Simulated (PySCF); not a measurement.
Radial density of Sn⁴⁷⁺ (tin, charge +47)

UHF, [He] 2s1, 2S determinant. All numbers are calculated (PySCF 2.14, the spin-free X2C one-electron Hamiltonian (Gaussian nucleus), in an even-tempered Gaussian basis (19 s from 23 bohr⁻², ratio 2.2; 8 p from 34 bohr⁻², ratio 2.4; 5 d from 100 bohr⁻², ratio 2.4; 5 f from 160 bohr⁻², ratio 2.4; 4 g from 230 bohr⁻², ratio 2.4)).

```tsv
r (bohr)	4πr²ρ (e/bohr)	4πr²(ρα − ρβ)
0.0239	53.31	1.5497
0.0401	26.59	0.0327
0.0675	9.874	5.2705
0.114	9.290	9.1615
0.191	2.143	2.1424
0.321	0.03120	0.0312
```

Densities and radii are taken from the X2C orbitals without a picture-change correction, which distorts them close to the nucleus.
